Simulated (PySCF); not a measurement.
## Spinor energies of O²⁺ (oxygen, charge +2)

Start: [He] 2s1 2p2 3s1; 2s1/2 filled at m_j = +1/2; 2p3/2 filled at m_j = +1/2, +3/2; 3s1/2 filled at m_j = +1/2. Calculated with PySCF 2.14 in x2c-TZVPall-2c with one added diffuse shell each of s, p, d type (6s4p3d1f, 40 functions): generalised Hartree-Fock with the X2C-1e Hamiltonian and a Gaussian nucleus; one run each with spin-orbit coupling (SO) switched off, then screened by Boettger's factors. This is a chosen level, not necessarily the ground level.

| spinor shell | electrons | ε, spin-free (eV) | ε, screened SO (eV) | weight of nominal j (screened SO) | rms radius, screened SO (bohr) |
| --- | --- | --- | --- | --- | --- |
| 1s1/2 | 2 | -620.86 | -620.87 | 1.000 | 0.230 |
| 2s1/2 | 1 | -85.401 | -85.404 | 1.000 | 1.05 |
| 2p3/2 | 2 | -68.414 | -68.406 | 0.832 | 1.02 |
| 3s1/2 | 1 | -21.579 | -21.579 | 1.000 | 3.10 |

| quantity | spin-free | screened SO |
| --- | --- | --- |
| E (hartree) | -71.69300 | -71.69234 |
| M_J | 3 | 3 |
| ⟨J²⟩ | 12.003 | 12.003 |
| ⟨L²⟩ | 2.003 | 2.003 |
| ⟨S²⟩ | 6.000 | 6.000 |

Each row is a mean over spinors that exchange with the open shell spreads, by up to 6.482 eV (1s1/2).

Rows whose weight is well below 1 are mixtures of j = l ± 1/2: exchange outweighs spin-orbit coupling there, and the label is only the starting occupation.

Without spin-orbit coupling the j labels of p, d and f shells carry no meaning; the spin-free column gives the mean over the occupied spinors of each nl shell.
